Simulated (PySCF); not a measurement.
Field gradients from PBE0/pcSseg-1 densities (PySCF, non-relativistic) at GFN2-xTB geometries, isolated species, one conformer each; χzz is the principal value of largest magnitude, with Q(14N) = 0.02044 b. GFN2-xTB bond lengths can be off by several hundredths of an ångström, more for odd bonds, and the gradients follow them. The small basis limits the accuracy of the gradients.

Task: Rank these 14N sites by the size of the quadrupole coupling, smallest first.
A. The nitrogen bridging silicon atoms of `C=C/C=P/N([SiH3])[SiH3]`
B. The sulfonyl-bound nitrogen of `CS(=O)(=O)N([SiH3])S(C)(=O)=O`
C. The silicon-bound nitrogen of `C=C[C@@H]1CN[SiH2]C1`
D. The imine nitrogen of `C=NCC1=CCC=C1`
E. The silicon-bound nitrogen of `CN[SiH2]/C(=C\F)[SiH2][SiH2]C`

Result: A (2.868 MHz), B (4.642 MHz), E (4.856 MHz), C (5.199 MHz), D (5.595 MHz).

All sites together:

| nucleus | site | Vzz (au) | η | χzz (MHz) |
| --- | --- | --- | --- | --- |
| 14N | the silicon-bound nitrogen of CN[SiH2]/C(=C\F)[SiH2][SiH2]C | -1.011 | 0.37 | -4.856 |
| 14N | the nitrogen bridging silicon atoms of C=C/C=P/N([SiH3])[SiH3] | -0.597 | 0.48 | -2.868 |
| 14N | the sulfonyl-bound nitrogen of CS(=O)(=O)N([SiH3])S(C)(=O)=O | -0.967 | 0.49 | -4.642 |
| 14N | the imine nitrogen of C=NCC1=CCC=C1 | -1.165 | 0.44 | -5.595 |
| 14N | the silicon-bound nitrogen of C=C[C@@H]1CN[SiH2]C1 | -1.083 | 0.36 | -5.199 |
